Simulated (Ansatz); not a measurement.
Calculated with Ansatz (gas phase, PBE0-D4/def2-TZVP geometries, no zero-point term in ΔE). CBS: MP2 limit from def2 TZ/QZ plus the TZ coupled-cluster correction, frozen cores. DFT in def2-TZVPP. B3LYP here is the variant with VWN-RPA as its local correlation; programs differ in this. For Ge, Se outer-core shells are correlated without core-valence functions, which leaves a few kJ/mol of doubt a bond. Scalar relativity is left out up to krypton. One conformer a species, not always the lowest.

`[Cl][GeH2][SeH]` + `FB(F)[SiH3]` → `[SiH3][GeH2][Cl]` + `FB(F)[SeH]`  (redistribution)

(1) Is it downhill or uphill in electronic energy at CCSD(T)/CBS, and by how much? (Best estimate.)

(2) What do these levels give: LDA (SPW92), PBE-D4, revPBE-D4, BLYP-D4, r2SCAN0-D4, CAM-B3LYP-D4, revPBE, PBE0, B3LYP, LC-ωPBE, HF/def2-QZVPP, MP2/def2-QZVPP? (An estimate is asked.)

Largest T1 diagnostic among the species: 0.014.

## Answers

(1) Computed: Downhill: ΔE = -9.0 kcal/mol.

(2) The calculation gave: LDA (SPW92) -10.6, PBE-D4 -9.3, revPBE-D4 -9.3, BLYP-D4 -8.4, r2SCAN0-D4 -9.6, CAM-B3LYP-D4 -8.4, revPBE -8.7, PBE0 -9.1, B3LYP -8.2, LC-ωPBE -8.8, HF/def2-QZVPP -6.6, MP2/def2-QZVPP -9.3 kcal/mol.

Leaving LDA and LC-ωPBE aside and taking each functional with its dispersion term where it has one, the values, not all of them listed here, spread over 2.1 kcal/mol, from B97M-V to BHLYP-D4. LDA lies −1.5 kcal/mol from PBE without D4. In def2-TZVPP, CCSD(T) changes the Hartree–Fock value by −2.2 kcal/mol (the triples alone add −0.2 kcal/mol) and MP2 by −2.6 kcal/mol.
